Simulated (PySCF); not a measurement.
Isomers of C3H9BO3Si, one conformer each; single-point electronic energies without zero-point terms and without any empirical dispersion term.

Computed with PySCF at PBE0/pcSseg-1, non-relativistic, each on one gas-phase PBE0-D3(BJ)/def2-SVP geometry that isn't relaxed in the solvent. The solvent is an IEF-PCM continuum (Bondi radii, 1.10 Å for H, scaled by 1.2). Specific hydrogen bonds and non-electrostatic terms are outside this model.

```json
{"isomer": "`OB(O)[C@H]1CO[SiH2]C1`", "relative energy, gas (kcal/mol)": "0.0", "dipole (D)": "4.54"}
{"isomer": "`[SiH3]O[C@@H]1CCOBO1`", "relative energy, gas (kcal/mol)": "19.4", "dipole (D)": "1.99"}
```

Task: How do the relative energies look in chloroform (ε = 4.711)?

Result: 
```tsv
isomer	relative energy, solvent (kcal/mol)	E(solvent) − E(gas) (kcal/mol)	dipole in solvent (D)
`OB(O)[C@H]1CO[SiH2]C1`	0.0	-7.5	5.27
`[SiH3]O[C@@H]1CCOBO1`	23.7	-3.2	2.41
```

The order is unchanged. Conformers: `[OH:1][B:2]([OH:3])[C@H:4]1[CH2:5][O:6][SiH2:7][CH2:8]1` with H–O1–B2–O3 1°, O1–B2–O3–H -1°, O1–B2–C4–C5 -40°, B2–C4–C5–O6 164°, C4–C5–O6–Si7 -26°, C5–O6–Si7–C8 3°, O6–Si7–C8–C4 20°; `[SiH3:1][O:2][C@@H:3]1[CH2:4][CH2:5][O:6][BH:7][O:8]1` with Si1–O2–C3–C4 123°, O2–C3–C4–C5 -172°, C3–C4–C5–O6 53°, C4–C5–O6–B7 -27°, C5–O6–B7–O8 -2°. `OB(O)[C@H]1CO[SiH2]C1` gains most from the continuum, and it has the largest gas-phase dipole. The gains span 4.3 kcal/mol, the gas-phase energies 19.4 kcal/mol.
